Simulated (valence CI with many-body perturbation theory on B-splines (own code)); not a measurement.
## La⁸⁺: calculated level list

Method: configuration interaction combined with many-body perturbation theory (CI+MBPT): three valence electrons over a frozen Dirac-Fock core [Kr] 4d10, radial functions for each j: 7 s, 7 p, 7 d, 7 f, 4 g, 2 h, with the one-electron correlation potential Σ1, the two-electron term Σ2, the three-electron term Σ3, Breit, model QED; selected CI, second order for the rest, scaled by the run's own slope (own B-spline code, finite nucleus).

No measured levels were compared; by estimate levels hold to about 250 cm⁻¹ or 0.2 % of their energy and the worst to 1 %, as in measured heavy ions of charge 2 to 7; those with d or f electrons hold less well.

Levels 1 to 32 of 32, with energies above the lowest level, 5s²5p ²P°_1/2. "Leading %" is the weight of the configuration and term that name the level; weights of strongly mixed levels are sums over their largest components and can fall short, so below about 35 % the name and the second component can differ from the true leading terms, or belong to a minority configuration. Lifetimes count E1, E2, E3, M1 and M2 decay at the calculated energies, and are blank where another channel may lead or the interval is too uncertain; long ones can be off by a factor of two.

```tsv
No.	Configuration	Term	J	E (cm⁻¹)	Leading %	Lifetime	Second component
1	5s²5p	²P°	1/2	0.0	98		
2	5s²5p	²P°	3/2	28270	98	4.86 ms	
3	4f5s²	²F°	5/2	100160	98	2.47 ms	
4	4f5s²	²F°	7/2	102070	98		
5	5s5p²	⁴P	1/2	127390	90	4.39 ns	8 % 5s5p² ²S
6	5s5p²	⁴P	3/2	143040	97	30.7 ns	
7	5s5p²	⁴P	5/2	153370	77	4.76 ns	21 % 5s5p² ²D
8	5s5p²	²D	3/2	174420	84	305 ps	7 % 5s5p² ²P
9	5s5p²	²D	5/2	184760	70	835 ps	22 % 5s5p² ⁴P
10	5s5p²	²P	1/2	191760	66	67.0 ps	25 % 5s5p² ²S
11	4f5s5p	⁴G	5/2	217510	60	29.9 ns	25 % 4f5s5p ⁴F
12	4f5s5p	⁴F	7/2	220050	48	34.2 ns	38 % 4f5s5p ⁴G
13	5s5p²	²S	1/2	220720	64	90.6 ps	30 % 5s5p² ²P
14	5s5p²	²P	3/2	222140	52	86.6 ps	36 % 4f5s5p ⁴F
15	4f5s5p	⁴F	3/2	222690	46	114 ps	37 % 5s5p² ²P
16	4f5s5p	⁴F	5/2	224090	44	4.67 ns	24 % 4f5s5p ²F
17	4f5s5p	²F	7/2	224470	48	4.36 ns	22 % 4f5s5p ⁴D
18	4f5s5p	⁴F	9/2	225290	53	8.32 ns	38 % 4f5s5p ⁴G
19	4f5s5p	²F	5/2	231920	51	4.15 ns	22 % 4f5s5p ⁴G
20	4f5s5p	²G	7/2	234410	38	4.36 ns	22 % 4f5s5p ²F
21	4f5s5p	⁴G	9/2	244380	57	144 ns	42 % 4f5s5p ⁴F
22	4f5s5p	⁴F	7/2	245420	36	7.52 ns	29 % 4f5s5p ⁴D
23	4f5s5p	⁴G	11/2	247690	100		
24	4f5s5p	⁴D	5/2	247730	46	882 ps	27 % 4f5s5p ⁴F
25	4f5s5p	⁴D	3/2	249890	41	136 ps	25 % 5s²5d ²D
26	4f5s5p	²G	7/2	251620	40	5.02 ns	32 % 4f5s5p ²F
27	4f5s5p	⁴D	1/2	252900	100	3.93 μs	
28	4f5s5p	⁴D	3/2	253290	51	93.6 ps	33 % 5s²5d ²D
29	4f5s5p	²D	5/2	254220	32	164 ps	31 % 4f5s5p ⁴D
30	4f5s5p	²G	9/2	260200	95	3.01 μs	
31	5s²5d	²D	5/2	265030	44	64.9 ps	32 % 4f5s5p ²D
32	4f5s5p	²D	3/2	271820	74	103 ps	19 % 5s²5d ²D
```

Names give the largest LS component (configuration and term), which can be under half, so a name can repeat, a term be missing and a line seem to break the LS rules; names also repeat where a configuration has a term twice.

Where two levels of one J and parity lie close, their mixing, g and order are uncertain.

The ionisation energy to 5s² ¹S0 of the next ion comes out as 120.58 eV (NIST: 119 ± 2.2 eV (theoretical)). All 32 levels together are meant to be complete up to 275590 cm⁻¹.
